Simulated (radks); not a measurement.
Results of a calculation; reference values are marked as such.
Initial-state core-level shifts of the gold ion Au3+ when its valence configuration changes from [Xe] 4f14 5d8. Code: a radial shooting solver on a logarithmic mesh with Libxc functionals. Model: Dirac Kohn-Sham, PBE, spin-unpolarised, spherical densities, finite nucleus; open shells are shared between the two j in proportion to 2j + 1; Fermi nuclear charge, rms radius 5.4371 fm. Shifts are changes of the shell-averaged eigenvalues in eV (positive: less bound); the change of the density at the nucleus, which sets a Mossbauer isomer shift, is in e/bohr^3, on a base of 2.143e+06.

| valence | 1s | 3d | 4d | 5s | density at nucleus |
|---|---|---|---|---|---|
| 4f13 5d8 6s1 | -17.118 | -20.322 | -16.984 | -8.732 | +425.0 |
| 4f13 5d8 6p1 | -18.717 | -21.890 | -18.553 | -10.285 | +182.1 |
| 4f13 5d8 6s0.5 6p0.5 | -17.922 | -21.110 | -17.772 | -9.512 | +304.7 |
| 4f14 5d7 6p1 | -5.825 | -5.947 | -5.863 | -5.533 | +25.1 |
| 4f14 5d7 6s1 | -4.233 | -4.386 | -4.302 | -3.991 | +261.4 |
| 4f13 5d9 | -12.729 | -15.778 | -12.538 | -4.625 | +156.3 |
| 4f14 5d7.5 6s0.5 | -2.094 | -2.169 | -2.130 | -1.982 | +127.2 |
| 4f14 5d6.5 6p1.5 | -8.787 | -8.974 | -8.840 | -8.314 | +39.2 |
| 4f13.5 5d7.5 6s0.5 6p0.5 | -11.423 | -13.062 | -11.399 | -7.149 | +223.7 |
